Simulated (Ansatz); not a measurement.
## One arrangement of a pair

The pair of Li⁺ (SMILES [Li+], atom 1) and F2 (SMILES FF, atoms 2–3), both closed shells, in one local arrangement (a lower one may exist), relaxed at PBE0-D4/def2-TZVP:

| atom | x (Å) | y (Å) | z (Å) |
| --- | --- | --- | --- |
| Li1 | 0.0821 | -0.0780 | -1.5533 |
| F2 | -0.4237 | 0.4027 | 0.3321 |
| F3 | 0.3416 | -0.3248 | 1.2212 |

Computed with Ansatz 0.2.0 (basis: def2-TZVPPD, with def2-QZVPPD for the basis limit); correlated methods freeze the cores. The outer core shell of Li, Na, Mg and K is correlated. B3LYP uses VWN-RPA correlation. Extrapolation: Hartree–Fock as exp(−7.88 √X), correlation as X^−2.97. Interaction energies count from these two fragments, frozen as in the pair, with the counterpoise correction; negative means bound.

(1) What is the interaction energy by CCSD(T) at an estimated basis limit (MP2 extrapolated from triple and quadruple zeta, plus CCSD(T) − MP2 in triple zeta)? (An estimate is asked for; the value comes from the calculation.)

(2) Which atoms make the shortest contact between the fragments?

No T1 diagnostic of these runs exceeds 0.013. The restricted Hartree–Fock reference is unstable towards an unrestricted one at one or more of these structures.

## Answers

(1) Computed: -26.8 kJ/mol. Hartree–Fock alone gives -26.8 kJ/mol at the basis limit. It counts from the two fragments frozen as in the pair.

The same quantity by other methods in triple zeta, and each one's difference from that estimate:
```json
{"method": "PBE-D4", "E_int (kJ/mol)": "-29.5", "difference": "-2.7"}
{"method": "revPBE-D4", "E_int (kJ/mol)": "-28.2", "difference": "-1.5"}
{"method": "BLYP-D4", "E_int (kJ/mol)": "-30.3", "difference": "-3.5"}
{"method": "r2SCAN-D4", "E_int (kJ/mol)": "-24.7", "difference": "2.1"}
{"method": "B97M-V", "E_int (kJ/mol)": "-27.0", "difference": "-0.2"}
{"method": "PBE0-D4", "E_int (kJ/mol)": "-28.5", "difference": "-1.7"}
{"method": "B3LYP-D4", "E_int (kJ/mol)": "-30.0", "difference": "-3.2"}
{"method": "HSE06-D4", "E_int (kJ/mol)": "-28.5", "difference": "-1.7"}
{"method": "wB97X-V", "E_int (kJ/mol)": "-27.3", "difference": "-0.5"}
{"method": "wB97M-V", "E_int (kJ/mol)": "-27.9", "difference": "-1.1"}
{"method": "B2PLYP", "E_int (kJ/mol)": "-28.1", "difference": "-1.4"}
{"method": "HF", "E_int (kJ/mol)": "-25.5", "difference": "1.3"}
{"method": "MP2", "E_int (kJ/mol)": "-24.1", "difference": "2.7"}
{"method": "CCSD", "E_int (kJ/mol)": "-24.8", "difference": "2.0"}
{"method": "CCSD(T)", "E_int (kJ/mol)": "-24.9", "difference": "1.9"}
```
Differences are method less estimate.

(2) Li1 and F2, 2.01 Å apart.

Basis-set superposition shift (counterpoise-corrected less uncorrected): CCSD(T) 1.3; MP2 1.2; HF 0.1; PBE0-D4 0.2; wB97M-V 0.2 kJ/mol.

For scale, one of the runs: CCSD(T)/def2-TZVPPD, 102 basis functions, launched by `ansatz run in.yaml --threads 2 --pin off --events-out ev --progress --plain --max-ram 5222MiB`. The run took about 0.95 s on 2 CPU threads of an AMD EPYC 9R45 (shared host).
